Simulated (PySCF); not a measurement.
Several compounds and their computed core spectra got separated.

Method: delta-SCF UKS SCAN, pcX-2 on the ionised atom, pcseg-1 elsewhere, spin-free X2C (PySCF). Geometries: PBE0-D3(BJ)/def2-SVP; isolated species, one conformer each.

Line lists (1s up to Mg, 2p3/2 beyond; areas count atoms within a level, one atom standing for each set equivalent by bonding):
1. C 1s: 289.88 (area 1), 290.16 (area 1), 290.30 (area 1), 290.40 (area 1), 290.45 (area 1), 290.51 (area 1), 290.71 (area 1) eV; P 2p3/2: 135.87 eV
2. B 1s: 195.52 eV; N 1s: 404.67 (area 1), 404.87 (area 1) eV; Si 2p3/2: 107.24 eV
3. C 1s: 290.42 (area 2), 290.55 (area 1), 291.94 (area 1) eV; O 1s: 538.66 eV

Structures:
A. `BN[SiH2]N`
B. `OC1CCC1`
C. `C=C(C)PCCCC`

Q: Which list belongs to which compound?

A: 
- 1 = C: no other candidate has this set of levels. C 1s: 289.88 terminal =CH2 carbon, 290.16 sp3 carbon bound to phosphorus, 290.30 fully substituted alkene carbon, 290.40 chain CH2 carbon, 290.45 chain CH2 carbon, 290.51 methyl carbon, 290.71 allylic carbon; P 2p3/2: 135.87 phosphine phosphorus.
- 2 = A: no other candidate has this set of levels. B 1s: 195.52 three-coordinate boron; N 1s: 404.67 silicon-bound nitrogen, 404.87 silicon-bound nitrogen; Si 2p3/2: 107.24 SiH2 silicon.
- 3 = B: no other candidate has this set of levels. C 1s: 290.42 four-membered-ring carbon (×2), 290.55 four-membered-ring carbon, 291.94 carbinol carbon (C–OH); O 1s: 538.66 alcohol oxygen.

For 2p shells one spin-free hole was relaxed; a mean-field spin–orbit operator and the ground-state splitting of the three 2p orbitals were then diagonalised within the shell. The shell's mean is (2 × 2p3/2 + 2p1/2)/3, and the degeneracies 2j + 1 give areas of 2:1. 2 of these hole states are spin-contaminated (⟨S²⟩ up to 0.90, against 0.75; counted from 0.85) and less certain.
